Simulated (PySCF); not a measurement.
Zn(SMe)(SeH) (CH₄SSeZn), SMILES [SeH][Zn][S]C. Heavy atoms are numbered as in [Zn:1]([S:2][CH3:3])[SeH:7]. Hydrogens are named by the atom that carries them.

Geometry optimised at PBE0-D3(BJ)/def2-SVP. The structure was generated by enumeration; whether it is a known compound was not checked. The values are those of a single conformer.

Calculation: PBE/pcSseg-1 run with PySCF.

GIAO shieldings, no solvent; atoms alike by connectivity are averaged. δ = σ(ref) − σ: ³³S against H2S (σ = 706.5 ppm); ¹³C against TMS (σ = 182.0 ppm); ¹H against TMS (σ = 31.49 ppm); ⁷⁷Se against Me2Se (σ = 1634.8 ppm), references at their B3LYP-D3(BJ)/def2-TZVP geometries, non-relativistic.

Computed chemical shifts:
| nucleus | atoms | count | δ (ppm) |
|---|---|---|---|
| ³³S | S2 | 1 | 95.0 |
| ¹³C | C3 (CH3) | 1 | 13.8 |
| ¹H | H on C3 | 3 | 2.39 |
| ¹H | H on Se7 | 1 | 0.07 |
| ⁷⁷Se | Se7 (SeH) | 1 | -577.9 |
